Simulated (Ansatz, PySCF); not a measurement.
Species: CHBr₂, net charge 0, doublet state. It need not be the lowest isomer of its formula. 
Coordinates optimised at B3LYP-D3(BJ)/def2-TZVP (Ansatz, a first-principles code):
```xyz
4

C      0.5750    -0.2201     0.5525
Br     0.5158     1.5375    -0.0688
Br    -0.6416    -1.4894    -0.0703
H      0.9513    -0.3645     1.5533
```
Charge 0, spin multiplicity 2.

Dipole moments at this geometry, in debye (magnitudes).

```csv
level,program,dipole (D)
SVWN5/def2-TZVPD,PySCF,0.67
BP86/def2-TZVPD,PySCF,0.69
r2SCAN/def2-TZVPD,Ansatz,0.79
B97M-V/def2-TZVPD,Ansatz,0.75
B3LYP/def2-TZVPD,Ansatz,0.74
PBE0/def2-TZVPD,Ansatz,0.78
BHLYP/def2-TZVPD,Ansatz,?
r2SCANh/def2-TZVPD,Ansatz,0.81
r2SCAN0/def2-TZVPD,Ansatz,0.84
PW6B95/def2-TZVPD,PySCF,0.74
HSE06/def2-TZVPD,Ansatz,0.77
CAM-B3LYP/def2-TZVPD,Ansatz,0.79
CCSD(T)/aug-cc-pVDZ,Ansatz,?
```

Question: Some entries are withheld; supply them.

Answer: 
- BHLYP/def2-TZVPD, dipole (D): 0.85
- CCSD(T)/aug-cc-pVDZ, dipole (D): 0.76
